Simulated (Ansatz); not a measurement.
MoO2(NH2)2 (MoN₂O₂H₄). Charge 0, multiplicity 1. Geometry PBE0-D4/def2-SVP, basis def2-TZVP, Ansatz.

```
run  HOMO (eV)  LUMO (eV)
  A      -6.29      -2.58
  B      -7.89      -1.72
  C      -6.60      -2.51
  D      -9.04      -0.65
  E      -7.66      -1.76
  F      -7.26      -2.14
```

In the def2 sets Mo takes a core potential; there is no spin–orbit coupling. HSE06 is defined as in plane-wave codes, on full-range PBE exchange.

Q: The runs used CAM-B3LYP, HSE06, PBE, PBE0, r2SCAN, r2SCAN0. Estimate which is which.

A: A PBE (0 % exact exchange); B r2SCAN0 (25 % exact exchange); C r2SCAN (0 % exact exchange); D CAM-B3LYP (range-separated); E PBE0 (25 % exact exchange); F HSE06 (range-separated). Exact exchange lowers occupied and raises empty levels; among semilocal functionals meta-GGAs tend to open the gap a little, and such runs are hard to tell apart. The gap grows from 3.71 eV (PBE) to 8.40 eV (CAM-B3LYP).
